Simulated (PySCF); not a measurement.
Correlation energy of Ce(49+) (cerium, charge +49)

Starting occupation: [He] 2s2 2p5, 2p1/2 with m_j = +1/2, 2p3/2 with m_j = -3/2, -1/2, +1/2, +3/2. All numbers are calculated (PySCF 2.14, X2C-1e with screened-nucleus spin-orbit coupling, Gaussian nucleus, in an uncontracted even-tempered set (17 s from 28 bohr⁻², ratio 2.4; 13 p from 37 bohr⁻², ratio 2.4; 5 d from 130 bohr⁻², ratio 2.6; 4 f from 200 bohr⁻², ratio 2.6)). Frozen: nothing; 9 electrons correlated; the 32 highest virtual spinors left out.

MP2 pair energies summed by pair of shells (mhartree):

| pair | energy | share (%) |
| --- | --- | --- |
| 2p3/2-2p3/2 | -98.63 | 28.0 |
| 2p3/2-2s1/2 | -65.40 | 18.5 |
| 2p1/2-2p3/2 | -53.11 | 15.1 |
| 1s1/2-1s1/2 | -48.29 | 13.7 |
| 1s1/2-2p3/2 | -30.67 | 8.7 |
| 2p1/2-2s1/2 | -20.63 | 5.8 |
| 2s1/2-2s1/2 | -13.29 | 3.8 |
| 1s1/2-2s1/2 | -13.19 | 3.7 |
| 1s1/2-2p1/2 | -9.53 | 2.7 |

Total MP2 correlation energy: -352.73 mhartree.

At this charge the one-electron X2C treatment keeps the bare 1/r₁₂, with no two-electron picture change or Breit term. That inflates the 1s pair energies well beyond their four-component values.
